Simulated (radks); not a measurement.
Valence configurations of the mercury ion Hg2+ (all share [Xe]). Calculated with a radial shooting solver on a logarithmic mesh with Libxc functionals: scalar-relativistic Kohn-Sham, PBEsol, spin-unpolarised, spherical densities, finite nucleus; Fermi nuclear charge, rms radius 5.4648 fm. Energies are relative to 4f14 5d10; eigenvalues in eV.

\begin{tabular}{lrrrrr}
valence & E (eV) & e(4f) & e(5d) & e(6p) & e(6s) \\ \hline
4f14 5d10 & 0.000 & -115.15 & -28.811 & - & - \\
4f14 5d9 6s1 & 6.146 & -119.18 & -31.634 & - & -24.793 \\
4f13 5d10 6p1 & 108.43 & -133.32 & -34.806 & -16.790 & - \\
4f14 5d9.5 6s0.5 & 2.901 & -117.14 & -30.213 & - & -24.072 \\
4f13.5 5d9.5 6s1 & 51.284 & -125.33 & -32.417 & - & -24.939 \\
4f13 5d9.5 6s1.5 & 103.38 & -133.73 & -34.704 & - & -25.814 \\
4f13 5d10 6s1 & 99.125 & -131.56 & -33.196 & - & -25.078 \\
4f13 5d9.5 6s0.5 6p1 & 112.93 & -135.47 & -36.297 & -17.259 & -26.913 \\
4f14 5d8 6s2 & 13.715 & -123.39 & -34.528 & - & -26.217 \\
4f14 5d8 6p2 & 33.170 & -126.78 & -37.560 & -18.368 & - \\
\end{tabular}

NIST lists [Xe] 4f14 5d10 as the ground configuration; this level of theory agrees among the configurations tried. The energies are those of spherical spin-averaged densities, not of single terms.
